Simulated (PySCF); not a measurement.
W(O)2(F)(OMe) (CH3FO3W), SMILES [F][W]([O]C)(=[O])=[O], multiplicity 1. Atoms are numbered in the order given.

```xyz
9

W      0.0236    -0.2455     0.0000
O      1.0197    -0.5012     1.3701
O      1.0197    -0.5012    -1.3701
F     -1.4182    -1.4511     0.0000
O     -0.5364     1.5274     0.0000
C     -0.1437     2.8840     0.0000
H     -1.0491     3.5094     0.0000
H      0.4521     3.1072     0.8999
H      0.4521     3.1072    -0.8999
```

Geometry optimised at B3LYP-D3(BJ)/def2-SVP. The multiplicity is an assumed one; no other spin state was optimised. The structure was generated by enumeration; whether it is a known compound was not checked. The def2 effective core potentials stand for the cores of W; spin–orbit coupling is left out. The values are those of a single conformer.

Method: M06-2X/def2-TZVP run with PySCF.

The molecule is in vacuum.

Q: Estimate the frontier levels, gap, dipole moment and polarisability. (An estimate is asked for; the answer gives what the named calculation found.)

A: 
The highest occupied level comes out as -10.74 eV, the lowest empty level is -1.11 eV and the orbital gap is 9.63 eV. The dipole moment is 4.12 D and the quadrupole, principal values (traceless, Buckingham form, about the centre of nuclear charge) is -6.22, -5.95, 12.17 D·Å. The mean static polarisability comes out as 56.2 bohr³ (8.33 Å³) and the polarisability, principal values is 48.6, 54.9, 65.2 bohr³.
